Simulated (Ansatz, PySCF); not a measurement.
CH3BI2O, SMILES COB(I)I.

Coordinates come from a r2SCAN-D4/def2-SVP optimisation. The def2 effective core potentials stand for the cores of I; spin–orbit coupling is left out. One conformer was computed; it need not be the lowest.

Vertical ionisation energy (IE) and electron affinity (EA) in eV. Rows of orbital energies are one-electron estimates. Where ΔSCF, EOM or ADC give a negative EA the extra electron is unbound and the value depends on the basis.

```json
[
 {"level": "−ε(HOMO), −ε(LUMO), ωB97X/def2-TZVP (PySCF)", "IE": "…", "EA": "…"},
 {"level": "−ε(HOMO), −ε(LUMO), PBE/def2-TZVP (PySCF)", "IE": "6.20", "EA": "1.91"},
 {"level": "ΔSCF, CAM-B3LYP/def2-SVPD (Ansatz), final states of multiplicity 2 and 2", "IE": "9.44", "EA": "-0.45"},
 {"level": "ΔSCF, PBE/def2-SVPD (Ansatz), final states of multiplicity 2 and 2", "IE": "8.92", "EA": "-0.34"}
]
```

Problem. What belongs in the gaps? (Estimate from the structure and the level; the computed values follow.)

Solution. 
- −ε(HOMO), −ε(LUMO), ωB97X/def2-TZVP (PySCF), IE: 9.48
- −ε(HOMO), −ε(LUMO), ωB97X/def2-TZVP (PySCF), EA: -1.09

Problem. What vertical singlet–triplet gap does ΔSCF give with CAM-B3LYP/def2-SVPD (Ansatz, a first-principles code) and with PBE/def2-SVPD (Ansatz)? (The exact figures need the calculation; the answer reports its results.)

Solution. 5.02 and 4.53 eV (triplet above singlet where positive).
